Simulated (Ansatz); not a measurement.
`O[Si](O)(F)O[SiH3]` + HCl → `O[Si](O)(F)Cl` + silanol  (ligand exchange at the Si–O bond)

Program: Ansatz. Geometries: PBE0-D4/def2-TZVP. ΔE: electronic, gas phase. CCSD(T)/CBS adds triple-zeta CCSD(T) − MP2 to the extrapolated MP2 energy (def2 sets, frozen cores). This one scheme is used for every species. DFT in def2-TZVPP. B3LYP here is the variant with VWN-RPA as its local correlation; programs differ in this. One conformer a species, not always the lowest.

```
             level  ΔE (kJ/mol)
            PBE-D4         23.7
          B3LYP-D4         38.6
            r2SCAN         30.5
              PBE0         26.5
    MP2/def2-TZVPP         35.4
     HF/def2-QZVPP         50.4
    MP2/def2-QZVPP         34.3
SCS-MP2/def2-QZVPP         38.1
```

Problem. What does CCSD(T)/CBS give? (Estimate.)

Solution. Computed: +37.5 kJ/mol. The listed levels differ from it by -13.8, 1.1, -7.0, -11.0, -2.1, 12.9, -3.2, 0.6 kJ/mol.

Largest T1 diagnostic among the species: 0.011.

In def2-TZVPP, CCSD(T) changes the Hartree–Fock value by −7.8 kJ/mol (the triples alone add −2.4 kJ/mol) and MP2 by −13.0 kJ/mol. The D4 term adds +4.3 kJ/mol with B3LYP and +2.8 kJ/mol with PBE0; it sums over pairs of atoms, weighted by their polarisabilities, and B3LYP, whose exchange is more repulsive, gets the larger term. From PBE to PBE0 (25 % exact exchange), in def2-TZVPP and without D4, ΔE moves by +5.7 kJ/mol.
